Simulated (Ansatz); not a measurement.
Ansatz (a program for electronic structure) input:

Ansatz 0.2 input:
```yaml
crystal:
  periodic: [false, false, false]
  atoms:
    - {symbol: Ge, position_ang: [0.62336813, 1.08019113, 0.18983970]}
    - {symbol: C, position_ang: [-0.39291352, -0.74283439, -0.11213957]}
    - {symbol: C, position_ang: [-0.62987351, -1.38702285, 1.25183909]}
    - {symbol: C, position_ang: [0.50266225, -1.65389991, -0.94848295]}
    - {symbol: C, position_ang: [-1.73107671, -0.56676017, -0.82226645]}
    - {symbol: H, position_ang: [0.36974257, 1.59372065, -1.33197103]}
    - {symbol: H, position_ang: [-0.69937607, 1.84565374, 0.74514246]}
    - {symbol: H, position_ang: [-1.11289486, -2.37558052, 1.15654445]}
    - {symbol: H, position_ang: [0.31013044, -1.52742380, 1.79375669]}
    - {symbol: H, position_ang: [-1.27678294, -0.76231171, 1.87464685]}
    - {symbol: H, position_ang: [1.47569394, -1.80208370, -0.47073257]}
    - {symbol: H, position_ang: [0.68560082, -1.22473879, -1.93792700]}
    - {symbol: H, position_ang: [0.04652684, -2.64879313, -1.09601234]}
    - {symbol: H, position_ang: [-1.59624886, -0.10678876, -1.80361231]}
    - {symbol: H, position_ang: [-2.39665469, 0.08182335, -0.24856155]}
    - {symbol: H, position_ang: [-2.24630831, -1.53648944, -0.96984472]}
basis:
  gaussian:
    orbitals: 6-31G*
hamiltonian:
  xc: {name: PBE0}
total_charge: -1
```

Q: Predict the final energy.

A: -2235.30387 Eh (PBE0/6-31G*).

It need not be the lowest isomer of its formula. Whether it binds its extra electron was not tested at this geometry.
